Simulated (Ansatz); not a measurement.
Program: Ansatz. Geometries: PBE0-D4/def2-TZVP. ΔE: electronic, gas phase. CBS: MP2 limit from def2 TZ/QZ plus the TZ coupled-cluster correction, frozen cores. This one scheme is used for every species. DFT in def2-TZVPP. B3LYP here is the variant with VWN-RPA as its local correlation; programs differ in this. One conformer a species, not always the lowest.

Reaction (ligand exchange at the Al–N bond): `[NH2][Al]([F])[NH][SiH3]` + H–F → `[NH2][Al]([F])[F]` + `N[SiH3]`

```tsv
level	ΔE (kJ/mol)	difference from CCSD(T)/CBS
r2SCAN-D4	-83.6	-5.1
PBE0-D4	-77.1	1.4
ωB97X-V	-83.3	-4.8
ωB97M-V	-82.0	-3.5
PBE	-84.2	-5.7
PBE0	-82.5	-4.0
B3LYP	-92.1	-13.6
HF/def2-TZVPP	-94.2	-15.7
MP2/def2-TZVPP	-78.4	0.1
SCS-MP2/def2-TZVPP	-82.1	-3.6
CCSD/def2-TZVPP	-81.0	-2.5
CCSD(T)/def2-TZVPP	-78.4	0.1
MP2/def2-QZVPP	-79.0	-0.5
SCS-MP2/def2-QZVPP	-82.8	-4.3
MP2/CBS(def2)	-78.6	-0.1
CCSD/CBS(def2)	-81.2	-2.7
CCSD(T)/CBS	-78.5	0
```

Largest T1 diagnostic among the species: 0.012.

In def2-TZVPP, CCSD(T) changes the Hartree–Fock value by +15.9 kJ/mol (the triples alone add +2.7 kJ/mol) and MP2 by +15.8 kJ/mol. The D4 term adds +9.3 kJ/mol with B3LYP and +5.4 kJ/mol with PBE0; it sums over pairs of atoms, weighted by their polarisabilities, and B3LYP, whose exchange is more repulsive, gets the larger term.
